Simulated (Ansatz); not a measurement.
Relaxation of ZrHCl3 with RKS r2SCAN-D4/def2-SVP.

```sh
$ ansatz run in.yaml --threads 4 --pin off --events-out ev --progress --plain --max-ram 3916MiB
```

```yaml
crystal:
  periodic: [false, false, false]
  atoms:
    - {symbol: Zr, position_ang: [0.002110, -0.003040, 0.272160]}
    - {symbol: H, position_ang: [0.015600, -0.018690, 2.028990]}
    - {symbol: Cl, position_ang: [2.016790, 0.012660, -0.782680]}
    - {symbol: Cl, position_ang: [-1.022010, 1.756390, -0.743040]}
    - {symbol: Cl, position_ang: [-1.012490, -1.747320, -0.775440]}
basis:
  gaussian: {orbitals: def2-SVP}
hamiltonian: {xc: r2scan, dispersion: d4}
scf: {omitted_lower_state_checks: [starts]}
output: {orbitals: {seedname: orbitals}}
relax: {f_tol: 0.02, max_steps: 100}
```

Run time 17 s (4 threads of Arm Neoverse V2 on a shared host).

Positions (Å) and forces (eV/Å) at steps 1, 2, 3, 4, 6 of 6:

```xyz
5
step=1 energy=-38857.1373 eV
Zr    0.002   -0.003    0.272   -0.010    0.031   -1.066
H     0.016   -0.019    2.029    0.010   -0.013    1.318
Cl    2.017    0.013   -0.783    1.152    0.004   -0.093
Cl   -1.022    1.756   -0.743   -0.573    0.987   -0.065
Cl   -1.012   -1.747   -0.775   -0.579   -1.007   -0.094
5
step=2 energy=-38857.4286 eV
Zr    0.001   -0.001    0.103    0.001   -0.004    0.050
H     0.016   -0.019    2.046   -0.008    0.009   -0.973
Cl    2.205    0.013   -0.733   -0.452   -0.004    0.311
Cl   -1.116    1.918   -0.690    0.229   -0.394    0.302
Cl   -1.106   -1.911   -0.725    0.229    0.393    0.310
5
step=3 energy=-38857.5409 eV
Zr    0.000    0.000    0.048   -0.005    0.005   -0.544
H     0.014   -0.017    1.854    0.002   -0.003    0.322
Cl    2.226    0.012   -0.651   -0.039   -0.001    0.074
Cl   -1.125    1.935   -0.608    0.021   -0.036    0.073
Cl   -1.115   -1.929   -0.643    0.021    0.034    0.074
5
step=4 energy=-38857.5494 eV
Zr    0.000    0.000    0.008   -0.001    0.002   -0.223
H     0.014   -0.017    1.834    0.000    0.000    0.038
Cl    2.250    0.012   -0.631   -0.161   -0.001    0.063
Cl   -1.138    1.955   -0.587    0.081   -0.139    0.060
Cl   -1.127   -1.950   -0.623    0.080    0.138    0.062
5
step=6 energy=-38857.5526 eV
Zr    0.000    0.000   -0.008   -0.002    0.000    0.002
H     0.013   -0.017    1.822    0.001    0.000   -0.004
Cl    2.247    0.012   -0.622    0.001    0.000    0.001
Cl   -1.135    1.953   -0.578    0.000    0.000    0.001
Cl   -1.125   -1.948   -0.614    0.000    0.000    0.001
```

In the def2 sets Zr takes a core potential; there is no spin–orbit coupling.
